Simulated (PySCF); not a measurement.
# C₆ coefficients of unlike pairs at B97-3

Calculated with PySCF 2.14 from the dipole response of each species, C₆(A,B) = (3/π) ∫ α_A(iu) α_B(iu) du, in atomic units, from isotropic polarisabilities. For ions this is the dispersion term alone; charge-induced terms of lower order in 1/R come first.

```tsv
species	configuration	basis	relativity	α (bohr³)	C₆ (like pair)
Ru⁺	[Kr] 4d7 (4F)	def2-TZVPPD with the def2 core potential (28 electrons) (6s4p3d2f1g)	core potential	12.19	64.21
In	[Kr] 4d10 5s2 5p1 (2P)	aug-cc-pwCVTZ-PP with ECP28MDF (8s7p6d4f1g)	core potential	74.75	776.8
Ti²⁺	[Ar] 3d2 (3F)	aug-cc-pVTZ (8s7p5d3f2g)	none	4.736	14.26
O²⁺	[He] 2s2 2p2 (3P)	dyall-acv3z (15s9p4d2f)	none	1.710	2.272
```

**Question.** Estimate C₆ for In with Ru⁺.

**Answer.** The integral gives 196.6. The combination rule 2 C_A C_B / (C_A α_B/α_A + C_B α_A/α_B) gives 191.7 and the geometric mean 223.3.

No spin-orbit coupling is included.

The other pairs:

| pair | C₆ |
| --- | --- |
| O²⁺, Ti²⁺ | 5.684 |
| O²⁺, In | 33.28 |
| Ti²⁺, Ru⁺ | 30.05 |
| O²⁺, Ru⁺ | 11.91 |
| Ti²⁺, In | 86.45 |
